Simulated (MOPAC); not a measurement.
MOPAC input (AM1):

```
AM1 FORCE THERMO(298,298) PRECISE LET UHF MS=0.5 GEO-OK AUX(PRECISION=9) THREADS=1
BFI

B     0.97082918 1   -0.78020734 1    0.70023454 1
F     2.08265926 1   -1.29124244 1    1.04517342 1
I    -0.48512331 1    0.28604996 1   -0.22586341 1
```

Output:

```
 *******************************************************************************
 **                                                                           **
 **                              MOPAC v23.2.5                                **
 **                                                                           **
 *******************************************************************************
 ** MOPAC's Digital Object Identifier: https://doi.org/10.5281/zenodo.6511958 **
 **                                                                           **
 ** Please cite the open-source release paper for use of this MOPAC version:  **
 ** J. E. Moussa and J. J. P. Stewart (2026)                                  **
 ** MOPAC: An open-source semiempirical molecular orbital program             **
 ** J. Open Source Softw., 11(119), 8025, https://doi.org/10.21105/joss.08025 **
 *******************************************************************************

                              AM1 CALCULATION RESULTS

 *******************************************************************************
 *  AM1        - The AM1 Hamiltonian to be used
 *  GEO-OK     - OVERRIDE INTERATOMIC DISTANCE AND OTHER SAFETY CHECKS
 *  UHF        - UNRESTRICTED HARTREE-FOCK CALCULATION
 *  MS=        - IN MECI, MAGNETIC COMPONENT OF SPIN =  0.5
 *  LET        - OVERRIDE SOME SAFETY CHECKS
 *  PRECISE    - TIGHTER CRITERIA TO BE USED
 *  FORCE      - FORCE CALCULATION SPECIFIED
 *  AUX        - OUTPUT AUXILIARY INFORMATION
 *  THERMO     - THERMODYNAMIC QUANTITIES TO BE CALCULATED
 *******************************************************************************
AM1 FORCE THERMO(298,298) PRECISE LET UHF MS=0.5 GEO-OK AUX(PRECISION=9) THREADS=1
 BFI

   ATOM   CHEMICAL          X               Y               Z
  NUMBER   SYMBOL      (ANGSTROMS)     (ANGSTROMS)     (ANGSTROMS)

     1       B          0.97082918  *  -0.78020734  *   0.70023454  *
     2       F          2.08265926  *  -1.29124244  *   1.04517342  *
     3       I         -0.48512331  *   0.28604996  *  -0.22586341  *

          CARTESIAN COORDINATES

    NO.       ATOM           X           Y           Z

     1         B          0.9708     -0.7802      0.7002
     2         F          2.0827     -1.2912      1.0452
     3         I         -0.4851      0.2860     -0.2259

  B: (AM1): M.J.S. DEWAR ET AL, ORGANOMETALLICS, 7, 513-521 (1988)
  F: (AM1): M.J.S. DEWAR AND E. G. ZOEBISCH, THEOCHEM, 180, 1 (1988).
  I: (AM1): M.J.S. DEWAR AND E. G. ZOEBISCH, THEOCHEM, 180, 1 (1988).

           Empirical Formula: B F I  =     3 atoms

      MOLECULAR POINT GROUP   :   Cs

          UHF CALCULATION, NO. OF ALPHA ELECTRONS =    9
                           NO. OF BETA  ELECTRONS =    8

          HEAT OF FORMATION =     -59.693666 KCALS/MOLE

          CARTESIAN COORDINATE DERIVATIVES

   NUMBER  ATOM         X            Y            Z

     1       B     -0.028971    -0.004619     0.000000
     2       F      0.015067     0.004818     0.000000
     3       I      0.013904    -0.000199     0.000000

 DIPOLE           X         Y         Z       TOTAL
 POINT-CHG.     0.385    -0.270     0.000     0.470
 HYBRID         1.718    -0.092    -0.000     1.721
 SUM            2.104    -0.362     0.000     2.134

          GRADIENT NORM =   0.03611

          MOLECULAR WEIGHT =  156.71

          ROTATIONAL CONSTANTS IN CM(-1)

          A =   42.35019583   B =    0.08332775   C =    0.08316411

           PRINCIPAL MOMENTS OF INERTIA IN UNITS OF 10**(-40)*GRAM-CM**2

          A =        0.6610   B =      335.9355   C =      336.5965

          ORIENTATION OF MOLECULE IN FORCE CALCULATION

    NO.       ATOM         X         Y         Z

     1          B       1.4275   -0.4432    0.0000
     2          F       2.6989   -0.4432    0.0000
     3          I      -0.5256    0.1041   -0.0000

    FIRST DERIVATIVES WILL BE USED IN THE CALCULATION OF SECOND DERIVATIVES

    FOR POINT-GROUP Cs   THERE ARE   2 UNIQUE SYMMETRY FUNCTIONS.

(To convert to Hartree/Bohr^2, multiply by (10^(-21) x N x a0^2)/(4.184 x 627.51) =  0.0642)

           FORCE MATRIX IN MILLIDYNES/ANGSTROM

                  B  1       F  2       I  3
 ------------------------------------------
     B    1  17.768108
     F    2  15.553328  15.657609
     I    3   2.352522   0.120346   2.462492

          HEAT OF FORMATION =     -59.693666 KCALS/MOLE

          ZERO POINT ENERGY       3.660 KCAL/MOL

           NORMAL COORDINATE ANALYSIS (Total motion = 1 Angstrom)

   Root No.       1         2         3

                 1 A'      2 A'      3 A'

                 124.8     418.9    2016.1

           1    0.1367    0.3763    0.6540
           2    0.6566   -0.2846   -0.0170
           3   -0.0000    0.0000    0.0000
           4    0.1326    0.4284   -0.3409
           5   -0.2620   -0.0110    0.0006
           6    0.0000    0.0000   -0.0000
           7   -0.0315   -0.0962   -0.0047
           8   -0.0167    0.0259    0.0014
           9    0.0000   -0.0000   -0.0000

           MASS-WEIGHTED COORDINATE ANALYSIS (NORMAL COORDINATES)

   Root No.       1         2         3

                 1 A'      2 A'      3 A'

                 124.8     418.9    2016.1

           1    0.1741    0.4626    0.8223
           2    0.8364   -0.3498   -0.0214
           3   -0.0000    0.0000    0.0000
           4    0.2240    0.6981   -0.5682
           5   -0.4425   -0.0179    0.0009
           6    0.0000    0.0000   -0.0000
           7   -0.1375   -0.4051   -0.0202
           8   -0.0729    0.1090    0.0059
           9    0.0000   -0.0000   -0.0000

          DESCRIPTION OF VIBRATIONS

 VIBRATION          1    1A'         ATOM PAIR     ENERGY CONTRIBUTION    RADIAL
 FREQUENCY           124.83         B 1 -- I 3         +83.9% (226.3%)      0.3%
 TRANSITION DIPOLE   0.5590         B 1 -- F 2         +16.1% ( 99.0%)      0.2%
 TRAVEL (Ang.)       0.2782
 REDUCED MASS        6.9817
 EFFECTIVE MASS     21.1350
 FORCE CONSTANT      0.0641

 VIBRATION          2    2A'         ATOM PAIR     ENERGY CONTRIBUTION    RADIAL
 FREQUENCY           418.94         B 1 -- I 3         +85.2% (197.7%)     95.5%
 TRANSITION DIPOLE   0.2588         B 1 -- F 2         +14.8% ( 82.5%)     33.5%
 TRAVEL (Ang.)       0.1290
 REDUCED MASS        9.6717
 EFFECTIVE MASS     30.1310
 FORCE CONSTANT      1.0002

 VIBRATION          3    3A'         ATOM PAIR     ENERGY CONTRIBUTION    RADIAL
 FREQUENCY          2016.14         B 1 -- F 2         +68.2% (100.0%)    100.0%
 TRANSITION DIPOLE   5.5899         B 1 -- I 3         +31.8% ( 68.2%)     94.3%
 TRAVEL (Ang.)       0.0695
 REDUCED MASS        6.9305
 EFFECTIVE MASS     13.2340
 FORCE CONSTANT     16.5981

      SYMMETRY NUMBER FOR POINT-GROUP Cs  =  1

          SYSTEM IS A GROUND STATE

 BFI

          MOLECULE IS NOT LINEAR

          THERE ARE  3 GENUINE VIBRATIONS IN THIS SYSTEM
          THIS THERMODYNAMICS CALCULATION IS LIMITED TO
          MOLECULES WHICH HAVE NO INTERNAL ROTATIONS

                    CALCULATED THERMODYNAMIC PROPERTIES
                                          *
   TEMP. (K)   PARTITION FUNCTION   H.O.F.    ENTHALPY  HEAT CAPACITY ENTROPY
                                   KCAL/MOL   CAL/MOLE    CAL/K/MOL  CAL/K/MOL

 298.00  VIB.     0.2546D+01                   614.5184     3.3679     3.9193
         ROT.     0.9753D+04                   888.2803     2.9808    21.2338
         INT.     0.2483D+05                  1502.7987     6.3487    25.1531
         TRA.     0.1897D+28                  1480.4672     4.9680    41.0549
         TOT.                      -59.694    2983.2659    11.3167    66.2080

   *: NOTE: HEATS OF FORMATION ARE RELATIVE TO THE
            ELEMENTS IN THEIR STANDARD STATE AT 298K
              (=  Standard Enthalpy of Formation).

            Hvib:  Zero-point energy is not included.
                   frequencies of less than zero cm-1 are not included.
            Hrot = (3/2)RT
            Htra = (3/2)RT + pV = (5/2)RT

            Heat capacity is Cp, not Cv

          For more information, see: HTTP://OpenMOPAC.net/Manual/thermochemistry.html

           FORCE CONSTANT IN CARTESIAN COORDINATES (Millidynes/A)

    ATOM   CHEMICAL       X               Y               Z
   NUMBER   SYMBOL  FORCE CONSTANT  FORCE CONSTANT  FORCE CONSTANT

      1       B       17.749804        0.217386        0.002176
      2       F       15.655851        0.035590        0.000331
      3       I        2.299124        0.175865       -0.000007

 **********************
 *                    *
 * JOB ENDED NORMALLY *
 *                    *
 **********************

 == MOPAC DONE ==
```
